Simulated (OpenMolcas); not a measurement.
## Rh5+: moving or changing the point charges

Rh5+ among 8 point charges of -1.2 e arranged as a cube (Oh), 1.88 Å from the ion.

```yaml
Program: OpenMolcas 26.06
Method: CASSCF
Basis: ANO-RCC-VDZP [6s5p3d1f]
Scalar_Hamiltonian: DKH2, point nucleus
Active_space: 4 electrons in 5 orbitals (4d)
State_averaging: 2S+1 = 5 even, 5 roots; 2S+1 = 3 even, 45 roots; 2S+1 = 1 even, 50 roots
Spin-orbit_coupling: state interaction with AMFI integrals over the reference wave functions
```

Runs around this geometry, states (labels of O, the rotations of Oh). Energies in cm-1 above the lowest state or level, χT in cm3 K/mol; under a threefold ground state the first gap can be a small split of the lowest multiplet, not the spin-orbit step; 10Dq and B are least-squares fits to the states below 45000 cm-1, weighted by degeneracy, with a free offset, and given where the rms deviation is under 5 % of |10Dq| (or 100 cm-1) and under 700 cm-1; 10Dq is negative for this site.

```json
{"R (Å)": "1.72", "Ground state": "5T2", "First state of that spin": "5E 6102", "10Dq": "-6365", "B (rms of fit)": "1038 (62)", "First gap with spin-orbit (degeneracies)": "513.1 (1, 3)", "χT at 300 K": "0.873", "First state of another spin": "3T1 16986"}
{"R (Å)": "1.88", "Ground state": "5T2", "First state of that spin": "5E 3938", "10Dq": "-4127", "B (rms of fit)": "1039 (43)", "First gap with spin-orbit (degeneracies)": "565.4 (1, 3)", "χT at 300 K": "0.717", "First state of another spin": "3T1 18943"}
{"R (Å)": "2", "Ground state": "5T2", "First state of that spin": "5E 2897", "10Dq": "-3041", "B (rms of fit)": "1040 (34)", "First gap with spin-orbit (degeneracies)": "599.4 (1, 3)", "χT at 300 K": "0.630", "First state of another spin": "3T1 19798"}
```

Taking |10Dq| as R^-n, n = -ln(3041 / 6365) / ln(2 / 1.72) = 4.9 between the shortest and longest distance. The point-charge formula for a cubic d site gives n = 5.

An orbital triplet at a regular site is open to Jahn-Teller coupling, which can distort the site and quench the lowest spin-orbit gaps and is left out. Without dynamic correlation the repulsion within the d shell is too large (B by tens of per cent), so at a given field states of lower spin stand too high. Point charges give a weaker field than real ligands, and real ions of this kind are as a rule low spin; the high spin found here belongs to the model. The ground term spreads over less than 5000 cm-1, several times less than with real ligands, so orbital moments are less quenched and χT lies further from the spin-only value than at real sites (holds for R = 1.88; R = 2). This is an electrostatic model: the charges have no orbitals. No measured value stands beside these numbers.
